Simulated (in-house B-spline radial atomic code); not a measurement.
Values are calculated unless marked as measured or tabulated.
Weak and strong correlation along the adiabatic connection

Two-electron singlets in several external potentials (atomic units), by full CI in B-splines with partial waves to l = 8 (correlation energies up to 0.6 % small). The repulsion is scaled by λ at fixed density; W(λ) is the mean repulsion less the Hartree energy, W(0) = E_x, and the area under W from 0 to 1 is E_xc.

One system gave this curve:

```tsv
λ	W (hartree)
0	-0.96582
0.02	-0.96775
0.05	-0.97061
0.12	-0.97713
0.25	-0.98868
0.4	-1.0012
0.6	-1.0166
0.8	-1.0308
1	-1.0438
1.4	-1.067
2	-1.096
3	-1.1329
4.5	-1.1716
7	-1.2121
10	-1.2418
```

(1) Which system is it?
A. −Z/r, Z = 1.5, wall at 1.4 bohr
B. −Z/r, Z = 4.27, wall at 1.4 bohr
C. −Z/r, Z = 19
D. −Z exp(−kr)/r, Z = 1.91, k = 0.0682

Results:

(1) D. The exchange energy sets the size: −Z exp(−kr)/r, Z = 1.91, k = 0.0682: E_x = -0.966, E_c = -0.0418; −Z/r, Z = 19: E_x = -11.7, E_c = -0.0459; −Z/r, Z = 4.27, wall at 1.4 bohr: E_x = -2.49, E_c = -0.044; −Z/r, Z = 1.5, wall at 1.4 bohr: E_x = -1.45, E_c = -0.0439 hartree.
